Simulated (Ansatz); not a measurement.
System: sum formula SiNH (charge 0, singlet). SMILES: [NH+]#[Si-]
Geometry: optimised at B3LYP-D3(BJ)/def2-TZVP (Ansatz, an electronic-structure program).

Property: atomisation energy (electronic, to ground-state atoms), in kcal/mol. Correlated levels leave the core frozen unless marked. UHF or UKS for open shells. Spin-orbit coupling is left out. Non-relativistic. The coupled-cluster limit lacks core correlation, which all-electron functionals hold. CBS(X,Y): correlation extrapolated as X^-3; Hartree-Fock from the larger set (for Q and 5 zeta extrapolated as (X+1)exp(-9√X)).

| level | program | atomisation energy (kcal/mol) | minus last row |
|---|---|---|---|
| HF/6-31G* | Ansatz | 126.8 | -112.0 |
| HF/cc-pV(D+d)Z | Ansatz | 127.9 | -110.9 |
| HF/def2-QZVPPD | Ansatz | 138.0 | -100.8 |
| B3LYP/def2-TZVPD | Ansatz | 238.6 | -0.2 |
| HSE06-D3(BJ)/def2-TZVPD | Ansatz + dftd3 | 234.0 | -4.8 |
| MP2/def2-TZVPPD | Ansatz | 236.4 | -2.4 |
| SCS-MP2/STO-3G | Ansatz | 205.4 | -33.4 |
| CCSD/cc-pV(D+d)Z | Ansatz | 201.4 | -37.4 |
| CCSD(T) with core electrons (1s frozen past Ne)/cc-pwCVTZ | Ansatz | 229.7 | -9.1 |
| CCSD(T)/CBS(cc-pV(Q+d)Z,cc-pV(5+d)Z) | Ansatz | 238.8 | 0.0 |
